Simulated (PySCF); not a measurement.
C6H4F3N (charge +1 and doublet state).
Structure used (GFN2-xTB), in Å, numbered top down from 1:
```
atom  x, y, z in Å
C1    -0.4222    2.6141   -0.6248
C2    -0.2383    1.4297   -0.6442
C3     0.0027   -0.0103   -0.6288
N4     1.3896   -0.2711   -0.5579
C5     2.2907   -0.1796    0.2735
C6    -0.7167   -0.7137    0.4983
F7    -0.1799   -0.5424    1.7047
C8    -1.8024   -1.4966    0.3476
F9    -2.3420   -1.7129   -0.8231
F10   -2.4592   -2.0488    1.3195
H11   -0.6288    3.6475   -0.5962
H12   -0.3665   -0.4157   -1.5880
H13    3.2972   -0.4865   -0.0058
H14    2.1752    0.1858    1.3030
```

The hyperfine couplings belong to this conformer and change with its torsions.

Identity: `[C@@H](C(=C(F)F)F)(N=C)[C]=[CH+]` [radical] (charge +1).

Level of theory: UKS B3LYP, pcH-1 on C F H N, non-relativistic, mean-field spin-orbit, GIAO in PySCF. Geometry: GFN2-xTB, one conformer, isolated ion. Couplings are sensitive to structure, and on GFN2-xTB geometries they can be far from those on DFT ones, by a factor of two or more for some ions and for spin on atoms past the first row. No stability test was run, so a lower SCF solution isn't excluded.

Principal values of hyperfine tensors in MHz (contact and dipolar terms together), for some of the nuclei:

```
atom  isotope      A1      A2      A3
 H14       1H  185.83  189.27  197.42
 H13       1H  141.42  143.29  158.35
 H12       1H  104.77  107.82  124.16
  C2      13C   42.02   43.10   52.12
 F10      19F  -39.13  -34.65  174.36
  F7      19F  -36.49  -32.99  167.72
  F9      19F  -36.71  -30.61  160.77
  C6      13C   12.98   16.65   59.57
```

(1) Split each tensor into its isotropic and traceless parts, and turn a_iso into mT with g = 2.0038.

(2) What spin density at the nucleus of F9 lies behind its contact coupling (g_N = 5.25774)?

(3) N4 (14N, g_N = 0.40376) isn't in the table. Its spin density at the nucleus is 0.1757 bohr⁻³. What is its contact coupling?

(4) In a single crystal, with the field along each principal axis of the tensor of H12 in turn, what first-order splitting does this nucleus give (isotropic g, quadrupole terms neglected)?

Results:

(1) a_iso is a third of the trace, T = A − a_iso, and a(mT) = a(MHz)/(g × 13.996).

| atom | a_iso (MHz) | a_iso (mT) | T1 | T2 | T3 |
| --- | --- | --- | --- | --- | --- |
| H14 | 190.84 | 6.804 | -5.01 | -1.57 | 6.58 |
| H13 | 147.69 | 5.266 | -6.27 | -4.40 | 10.66 |
| H12 | 112.25 | 4.002 | -7.48 | -4.43 | 11.91 |
| C2 | 45.75 | 1.631 | -3.72 | -2.65 | 6.37 |
| F10 | 33.52 | 1.195 | -72.65 | -68.18 | 140.83 |
| F7 | 32.75 | 1.168 | -69.24 | -65.74 | 134.97 |
| F9 | 31.15 | 1.111 | -67.86 | -61.76 | 129.62 |
| C6 | 29.74 | 1.060 | -16.75 | -13.08 | 29.84 |

(2) a_FC = 800.24 MHz bohr³ × g_N × ρ(0)/(2S). With a_FC = 31.15 MHz and 2S = 1, ρ(0) = 0.007404 bohr⁻³.

(3) By the same relation, a_FC = 56.8 MHz. Its full tensor has the principal values 27.79, 35.06, 107.43 MHz.

(4) 2 lines (I = 1/2), spaced by |A_i|/(g × 13.996): 3.74, 3.84, 4.43 mT along the axes of A1, A2 and A3.

Hardware: Arm Neoverse V2, one thread (shared host). Cost: 1.8 min wall (grids of density and orbitals included), 1.1 GiB resident at most.

The SMILES draws the unpaired electron on C2; the largest computed Mulliken spin population is on N4 (0.56 against 0.04).
